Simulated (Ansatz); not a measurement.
CH7BOSi (`CB[SiH2]O`) at its PBE0-D4/def2-TZVP geometry, where that method's forces vanish. Charge 0, multiplicity 1.

```xyz
11

C     1.3233   -0.1005   -1.0420
B     0.1563   -0.8568   -0.3521
Si   -1.1144   -0.0474    0.9846
O    -0.7373    1.4871    1.4918
H     1.6666    0.8075   -0.5426
H     0.8972    0.2129   -2.0121
H     2.1776   -0.7316   -1.3000
H    -0.0586   -1.9945   -0.6788
H    -1.1383   -0.8625    2.2300
H    -2.4932   -0.0829    0.3991
H    -0.6793    2.1688    0.8221
```

Q: What forces (eV/Å) does r2SCAN-D4/def2-TZVPP give on these atoms in Ansatz? (An estimate is asked.)

A: The calculation gave: 
```
C1   0.008 -0.008  0.024
B2  -0.046 -0.034  0.017
Si3  0.020 -0.042 -0.045
O4   0.007  0.039  0.057
H5  -0.004 -0.003 -0.023
H6   0.020 -0.003  0.014
H7  -0.011  0.020 -0.015
H8   0.010  0.015 -0.003
H9  -0.011  0.011 -0.018
H10  0.004 -0.017  0.013
H11  0.003  0.021 -0.020
```
